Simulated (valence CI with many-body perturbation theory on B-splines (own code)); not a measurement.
**Energy levels of Cs²⁴⁺**

Level of theory: valence CI with perturbative core correlation (CI+MBPT): three valence electrons over a frozen Dirac-Fock core [Ar] 3d10, radial functions for each j: 9 s, 9 p, 8 d, 6 f, 3 g, 1 h, with the one-electron correlation potential Σ1 (screened to all orders), the two-electron term Σ2, the three-electron term Σ3, Breit, model QED; selected single and double excitations, second order for the rest, scaled by the run's own slope (own B-spline code, finite nucleus).

No measured spectrum was set against this ion. As an estimate, levels hold to about 250 cm⁻¹ or 0.2 % of their energy and the worst to 1 %, as in measured heavy ions of charge 2 to 7; those with d or f electrons hold less well.

Levels 1 to 33 of 33, with energies above the lowest level, 4s²4p ²P°_1/2. "Leading %" is the weight of the configuration and term that name the level; weights of strongly mixed levels are sums over their largest components and can fall short, so below about 35 % the name and the second component can differ from the true leading terms, or belong to a minority configuration. In the jj column 3d3/2^4 stands for four electrons in 3d with j = 3/2. Lifetimes count E1, E2, E3, M1 and M2 decay at the calculated energies, and are blank where another channel may lead or the interval is too uncertain; long ones can be off by a factor of two.

```
No.  Configuration  Term    J  E (cm⁻¹)  Leading %      g              Leading jj  Lifetime
  1          4s²4p   ²P°  1/2         0         99  0.663       4s^2 4p1/2 (99 %)          
  2          4s²4p   ²P°  3/2    155040         99  1.332       4s^2 4p3/2 (99 %)   29.6 μs
  3          4s4p²    ⁴P  1/2    416490         78  2.454       4s 4p1/2^2 (86 %)    212 ps
  4          4s4p²    ⁴P  3/2    521860         96  1.698   4s 4p1/2 4p3/2 (97 %)   1.78 ns
  5          4s4p²    ⁴P  5/2    558390         59  1.436   4s 4p1/2 4p3/2 (91 %)    298 ps
  6          4s4p²    ²D  3/2    618220         78  0.899   4s 4p1/2 4p3/2 (89 %)   23.1 ps
  7          4s4p²    ²P  1/2    648710         70  1.151   4s 4p1/2 4p3/2 (82 %)   8.04 ps
  8          4s4p²    ²D  5/2    704760         55  1.360       4s 4p3/2^2 (89 %)    106 ps
  9          4s4p²    ²S  1/2    803880         68  1.727       4s 4p3/2^2 (93 %)   11.4 ps
 10          4s4p²    ²P  3/2    810800         80  1.256       4s 4p3/2^2 (84 %)   6.13 ps
 11          4s²4d    ²D  3/2    924600         90  0.807       4s^2 4d3/2 (90 %)   3.69 ps
 12          4s²4d    ²D  5/2    952130         93  1.200       4s^2 4d5/2 (93 %)   5.24 ps
 13            4p³   ²P°  3/2   1059000         38  1.351    4p1/2^2 4p3/2 (92 %)   13.7 ps
 14            4p³   ⁴S°  3/2   1178300         54  1.444    4p1/2 4p3/2^2 (90 %)   9.66 ps
 15            4p³   ²D°  5/2   1184100         82  1.193    4p1/2 4p3/2^2 (82 %)   24.2 ps
 16         4s4p4d   ⁴F°  3/2   1245200         87  0.467   4s 4p1/2 4d3/2 (93 %)   64.6 ps
 17            4p³   ²P°  1/2   1246900         92  0.663    4p1/2 4p3/2^2 (92 %)   10.2 ps
 18         4s4p4d   ⁴F°  5/2   1271600         80  1.052   4s 4p1/2 4d3/2 (63 %)   38.2 ps
 19         4s4p4d   ⁴F°  7/2   1318000         74  1.256   4s 4p1/2 4d5/2 (79 %)   23.7 ps
 20         4s4p4d   ⁴P°  5/2   1323100         53  1.444   4s 4p1/2 4d5/2 (90 %)   6.55 ps
 21         4s4p4d   ⁴D°  3/2   1327600         49  1.351   4s 4p1/2 4d3/2 (60 %)   4.37 ps
 22         4s4p4d   ⁴D°  1/2   1331500         76  0.337   4s 4p1/2 4d3/2 (88 %)   3.39 ps
 23            4p³   ²P°  3/2   1361900         49  1.307          4p3/2^3 (79 %)   9.05 ps
 24         4s4p4d   ²F°  5/2   1384500         73  0.957   4s 4p1/2 4d5/2 (64 %)   8.85 ps
 25         4s4p4d   ²D°  3/2   1403800         52  0.940   4s 4p1/2 4d5/2 (43 %)   4.42 ps
 26         4s4p4d   ⁴F°  9/2   1419800        100  1.332  4s 4p3/2 4d5/2 (100 %)   44.6 μs
 27         4s4p4d   ⁴P°  1/2   1442800         89  2.368   4s 4p3/2 4d3/2 (97 %)   5.07 ps
 28         4s4p4d   ⁴D°  5/2   1443700         60  1.299   4s 4p3/2 4d3/2 (88 %)   4.06 ps
 29         4s4p4d   ⁴P°  3/2   1447100         57  1.495   4s 4p3/2 4d3/2 (86 %)   4.56 ps
 30         4s4p4d   ⁴D°  7/2   1447500         70  1.364   4s 4p3/2 4d5/2 (46 %)   4.44 ps
 31         4s4p4d   ²D°  5/2   1481300         50  1.304   4s 4p3/2 4d5/2 (95 %)   7.34 ps
 32         4s4p4d   ²D°  3/2   1503400         56  1.030   4s 4p3/2 4d5/2 (39 %)   3.75 ps
 33         4s4p4d   ²F°  7/2   1528600         98  1.143   4s 4p3/2 4d5/2 (74 %)   9.38 ps
```

Names give the largest LS component (configuration and term), which can be under half, so a name can repeat, a term be missing and a line seem to break the LS rules; names also repeat where a configuration has a term twice.

The ionisation energy to 4s² ¹S0 of the next ion comes out as 791.96 eV (NIST: 791 ± 4 eV (theoretical)). All 33 levels together are meant to be complete up to 1540600 cm⁻¹.
